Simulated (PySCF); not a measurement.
Compound: [AgCl2]- (charge -1 and singlet state).
Structure used (PBE0-D3(BJ)/def2-SVP), in Å, numbered top down from 1:
```
atom  x, y, z in Å
Ag1    0.0000    0.0000    0.0000
Cl2   -0.0187   -0.0235    2.3465
Cl3    0.0186    0.0235   -2.3465
```

The closed-shell ground state was solved at several levels (PySCF, density fitting, gas phase). Atoms past krypton carry effective core potentials; spin–orbit coupling is left out. No diffuse functions stand in pcSseg-1 (def2-TZVP on Ag), which bears on an anion's orbital energies.

```tsv
level	basis functions	HOMO (eV)	LUMO (eV)	gap (eV)
B3LYP/pcSseg-1 (def2-TZVP on Ag)	88	-2.48	3.53	6.01
PBE0/pcSseg-1 (def2-TZVP on Ag)	88	-2.78	3.79	6.57
```

(1) Estimate the row for wB97X-D/def2-SVPD, a basis of 88 functions; the other rows only guide the guess.

(2) Over all these levels, which gives the widest orbital gap and which the narrowest?

Answers

(1) HOMO -4.90 eV, LUMO 4.74 eV, gap 9.64 eV.

(2) wB97X-D/def2-SVPD (range-separated hybrid) has the widest, 9.64 eV, and B3LYP/pcSseg-1 (def2-TZVP on Ag) (global hybrid, 20 % exact exchange) the narrowest, 6.01 eV. Functional and basis both differ between the two, so the spread mixes both effects.
